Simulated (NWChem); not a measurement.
System: C₂H₄BClO₂; SMILES ClBOC(C)=O

The following NWChem deck was run.

```
start job
memory heap 200 mb stack 900 mb global 1100 mb
geometry units angstroms noautosym nocenter noautoz
  B      0.930283    -0.990600    -0.423930
  Cl    -0.311151    -1.965054     0.335704
  H      1.882078    -1.524027    -0.927219
  O      0.897190     0.365203    -0.411114
  C     -0.164329     1.199933    -0.140336
  C      0.269663     2.375785     0.674379
  O     -1.256305     0.988411    -0.564715
  H     -0.567907     3.070534     0.799396
  H      1.117103     2.877049     0.184678
  H      0.623269     2.030862     1.658065
end
basis spherical
  B library 6-31g*
  Cl library 6-31g*
  H library 6-31g*
  O library 6-31g*
  C library 6-31g*
end
dft
  xc b3lyp
  iterations 150
end
property
  response 1 0.0773
end
task dft property
```

Excerpt of the output:

```
             Northwest Computational Chemistry Package (NWChem) 7.3.0
             --------------------------------------------------------

                             Geometry "geometry" -> ""
                             -------------------------

 Output coordinates in angstroms (scale by  1.889725989 to convert to a.u.)

  No.       Tag          Charge          X              Y              Z
 ---- ---------------- ---------- -------------- -------------- --------------
    1 B                    5.0000     0.93028300    -0.99060000    -0.42393000
    2 Cl                  17.0000    -0.31115100    -1.96505400     0.33570400
    3 H                    1.0000     1.88207800    -1.52402700    -0.92721900
    4 O                    8.0000     0.89719000     0.36520300    -0.41111400
    5 C                    6.0000    -0.16432900     1.19993300    -0.14033600
    6 C                    6.0000     0.26966300     2.37578500     0.67437900
    7 O                    8.0000    -1.25630500     0.98841100    -0.56471500
    8 H                    1.0000    -0.56790700     3.07053400     0.79939600
    9 H                    1.0000     1.11710300     2.87704900     0.18467800
   10 H                    1.0000     0.62326900     2.03086200     1.65806500

 Effective nuclear repulsion energy (a.u.)     267.1014785399

                              NWChem Property Module
                              ----------------------

                                 NWChem DFT Module
                                 -----------------

 Summary of "ao basis" -> "ao basis" (spherical)
 ------------------------------------------------------------------------------
       Tag                 Description            Shells   Functions and Types
 ---------------- ------------------------------  ------  ---------------------
 B                           6-31g*                  6       14   3s2p1d
 Cl                          6-31g*                  8       18   4s3p1d
 H                           6-31g*                  2        2   2s
 O                           6-31g*                  6       14   3s2p1d
 C                           6-31g*                  6       14   3s2p1d

            General Information
            -------------------
          SCF calculation type: DFT
          Wavefunction type:  closed shell.
          No. of atoms     :    10
          No. of electrons :    54
           Alpha electrons :    27
            Beta electrons :    27
          Charge           :     0
          Spin multiplicity:     1
          Use of symmetry is: off; symmetry adaption is: off
          Maximum number of iterations: 150
          AO basis - number of functions:    96
                     number of shells:    46
          Convergence on energy requested:  1.00D-06
          Convergence on density requested:  1.00D-05
          Convergence on gradient requested:  5.00D-04

              XC Information
              --------------
                         B3LYP Method XC Potential
                     Hartree-Fock (Exact) Exchange  0.200
                        Slater Exchange Functional  0.800 local
                    Becke 1988 Exchange Functional  0.720 non-local
              Lee-Yang-Parr Correlation Functional  0.810
                  VWN I RPA Correlation Functional  0.190 local

             Grid Information
             ----------------
          Grid used for XC integration:  medium
          Radial quadrature: Mura-Knowles
          Angular quadrature: Lebedev.
          Tag              B.-S. Rad. Rad. Pts. Rad. Cut. Ang. Pts.
          ---              ---------- --------- --------- ---------
          B                   0.85       49          11.0       434
          Cl                  1.00       88          12.0       590
          H                   0.35       45          12.0       434
          O                   0.60       49          10.0       434
          C                   0.70       49          11.0       434
          Grid pruning is: on
          Number of quadrature shells:   513
          Spatial weights used:  Erf1

      Superposition of Atomic Density Guess
      -------------------------------------

 Sum of atomic energies:        -710.79881413

      Non-variational initial energy
      ------------------------------

 Total energy =    -713.493362
 1-e energy   =   -1508.093336
 2-e energy   =     527.498495
 HOMO         =      -0.366925
 LUMO         =       0.026773

   convergence    iter        energy       DeltaE   RMS-Dens  Diis-err
 ---------------- ----- ----------------- --------- --------- ---------
 d= 0,ls=0.0,diis     1   -714.0295278086 -9.81D+02  1.94D-02  1.40D+00
 d= 0,ls=0.0,diis     2   -713.7025936593  3.27D-01  1.34D-02  4.96D+00
 d= 0,ls=0.0,diis     3   -714.1865713347 -4.84D-01  3.12D-03  1.61D-01
 d= 0,ls=0.0,diis     4   -714.1968269277 -1.03D-02  1.25D-03  5.74D-02
 d= 0,ls=0.0,diis     5   -714.2019408427 -5.11D-03  3.81D-04  2.19D-03
  Resetting Diis
 d= 0,ls=0.0,diis     6   -714.2021573712 -2.17D-04  1.07D-04  9.80D-05
 d= 0,ls=0.0,diis     7   -714.2021708433 -1.35D-05  4.32D-05  5.87D-06
 d= 0,ls=0.0,diis     8   -714.2021701972  6.46D-07  2.34D-05  1.22D-05
 d= 0,ls=0.0,diis     9   -714.2021715552 -1.36D-06  5.34D-06  6.53D-07
 d= 0,ls=0.0,diis    10   -714.2021716176 -6.24D-08  1.24D-06  1.87D-08

         Total DFT energy =     -714.202171617596
      One electron energy =    -1511.385067042853
           Coulomb energy =      592.016336671683
    Exchange-Corr. energy =      -61.934919786330
 Nuclear repulsion energy =      267.101478539903

 Numeric. integr. density =       53.999997949631

                       DFT Final Molecular Orbital Analysis
                       ------------------------------------

 Vector   25  Occ=2.000000D+00  E=-3.346372D-01
              MO Center= -1.4D-01, -1.2D+00,  9.8D-02, r^2= 2.9D+00
   Bfn.  Coefficient  Atom+Function         Bfn.  Coefficient  Atom+Function
  ----- ------------  ---------------      ----- ------------  ---------------
    23      0.525938   2 Cl pz               39     -0.298379   4 O  pz
    27      0.279773   2 Cl pz               22      0.229108   2 Cl py
    43     -0.223767   4 O  pz               21      0.220343   2 Cl px
    19     -0.205705   2 Cl pz               81      0.144645   7 O  pz
    26      0.129850   2 Cl py               25      0.121728   2 Cl px

 Vector   26  Occ=2.000000D+00  E=-3.229821D-01
              MO Center= -1.8D-01, -1.3D+00,  9.9D-02, r^2= 3.1D+00
   Bfn.  Coefficient  Atom+Function         Bfn.  Coefficient  Atom+Function
  ----- ------------  ---------------      ----- ------------  ---------------
    22      0.482194   2 Cl py               21     -0.405934   2 Cl px
    26      0.256946   2 Cl py               25     -0.209127   2 Cl px
    18     -0.187827   2 Cl py               17      0.158077   2 Cl px
    37      0.153582   4 O  px               81     -0.145224   7 O  pz
    34      0.141040   3 H  s                80     -0.139313   7 O  py

 Vector   27  Occ=2.000000D+00  E=-2.905544D-01
              MO Center= -6.0D-01,  6.0D-01, -3.4D-01, r^2= 3.1D+00
   Bfn.  Coefficient  Atom+Function         Bfn.  Coefficient  Atom+Function
  ----- ------------  ---------------      ----- ------------  ---------------
    80      0.481857   7 O  py               84      0.326292   7 O  py
    37     -0.218419   4 O  px               21     -0.203342   2 Cl px
    81      0.198991   7 O  pz               68     -0.179565   6 C  s
    41     -0.169752   4 O  px               22      0.158617   2 Cl py
    79     -0.151265   7 O  px               34      0.135437   3 H  s

 Vector   28  Occ=0.000000D+00  E=-4.009361D-02
              MO Center=  3.3D-01, -1.1D-01, -2.8D-01, r^2= 3.6D+00
   Bfn.  Coefficient  Atom+Function         Bfn.  Coefficient  Atom+Function
  ----- ------------  ---------------      ----- ------------  ---------------
     9      0.446944   1 B  pz                5      0.376982   1 B  pz
    53     -0.302720   5 C  pz               57     -0.277672   5 C  pz
    81      0.226029   7 O  pz               85      0.227075   7 O  pz
     7      0.210597   1 B  px                3      0.195731   1 B  px
    96      0.196544  10 H  s                27     -0.167342   2 Cl pz

 Vector   29  Occ=0.000000D+00  E= 2.249894D-03
              MO Center=  1.7D-01,  3.2D-01, -2.4D-01, r^2= 3.6D+00
   Bfn.  Coefficient  Atom+Function         Bfn.  Coefficient  Atom+Function
  ----- ------------  ---------------      ----- ------------  ---------------
    53      0.343214   5 C  pz               94      0.314567   9 H  s
     7      0.312454   1 B  px                9      0.311714   1 B  pz
    43     -0.290416   4 O  pz               57      0.286843   5 C  pz
    39     -0.276065   4 O  pz               85     -0.268321   7 O  pz
    96     -0.266819  10 H  s                56     -0.259156   5 C  py

 Vector   30  Occ=0.000000D+00  E= 9.324634D-02
              MO Center=  5.2D-01,  1.9D+00,  7.2D-01, r^2= 5.5D+00
   Bfn.  Coefficient  Atom+Function         Bfn.  Coefficient  Atom+Function
  ----- ------------  ---------------      ----- ------------  ---------------
    68      2.091489   6 C  s                96     -1.110872  10 H  s
    94     -1.055862   9 H  s                 6     -0.882895   1 B  s
    92     -0.820029   8 H  s                54     -0.503485   5 C  s
    40      0.483122   4 O  s                82      0.258777   7 O  s
    71      0.251640   6 C  pz               70      0.248813   6 C  py

     Multipole analysis of the density
     ---------------------------------

     L   x y z        total         alpha         beta         nuclear
     -   - - -        -----         -----         ----         -------
     0   0 0 0     -0.000000    -27.000000    -27.000000     54.000000

     1   1 0 0      0.749876      0.209138      0.209138      0.331600
     1   0 1 0      0.731936      0.008130      0.008130      0.715677
     1   0 0 1      0.399878     -0.461337     -0.461337      1.322551

     2   2 0 0    -32.853288    -72.025358    -72.025358    111.197428
     2   1 1 0      0.994915     -1.292293     -1.292293      3.579501
     2   1 0 1     -0.503480      1.092062      1.092062     -2.687605
     2   0 2 0    -28.647623   -275.174563   -275.174563    521.701503
     2   0 1 1      1.645453     -2.012275     -2.012275      5.670003
     2   0 0 2    -29.897797    -39.672661    -39.672661     49.447525

 *** CALLING NEW AORESP DRIVER FOR CLOSED AND OPEN SHELLS ***
 Entering AOResponse driver routine

--------------------------------------------------------------------------------

          -----------------------------------------------
          Solving response equations for perturbing field
          -----------------------------------------------

 number of frequencies:     1
 frequency in a.u.:  0.7730000E-01
 Perturbing field: electric
 Using El. Dipole Length Gauge

 Setting up CPKS with frequency omega =      0.07730000 a.u.

                            NWChem Dynamic CPHF Module
                            --------------------------

    scftype = RHF
    nclosed =   27
      nopen =    0
  variables =     3726
  num. vecs =        3
  tolerance =   1.0D-04
  max. iter =   50

 SCF residual:    8.4534630137129502E-005

Iterative solution of linear equations
  No. of variables     3726
  No. of equations        3
  Maximum subspace       30
       Convergence  1.0D-04

   iter   nsub   residual    time
   ----  ------  --------  ---------
     1      3    4.22D+00      19.0
     2      6    1.90D+00      25.8
     3      9    2.41D-01      32.1
     4     12    6.31D-02      38.7
     5     15    1.13D-02      45.2
     6     18    1.84D-03      51.8
     7     21    7.40D-04      58.5
     8     24    1.40D-04      65.3
     9     27    2.87D-05      72.0

 Electric Dipole Response Matrix (nonzero elements):

              1        2        3
    1   48.3513   1.8346  -3.0886
    2    1.8347  56.8314   0.5637
    3   -3.0886   0.5636  35.4200

 ------------------------------------------
 average:        46.86755 + I       0.00000

 DFT Linear Response polarizability / au
 Frequency  =       0.0773000 / au
 Wavelength =     589.4353558 / nm
              X              Y              Z
 -----------------------------------------------
 X      48.3512583      1.8346409     -3.0886184
 Y       1.8346701     56.8313721      0.5636587
 Z      -3.0886486      0.5636413     35.4200112
 -----------------------------------------------
 Eigenvalues =      48.7124764     57.2115374     34.6786279
 Isotropic   =      46.8675472
 Anisotropic =      19.7093246
 -----------------------------------------------

 Magnetic Dipole Response Matrix (nonzero elements):
```

Level: B3LYP/6-31G* (spherical d). The geometry was optimised at PBE0/def2-SVP. B3LYP is NWChem's, with the RPA form of VWN correlation.
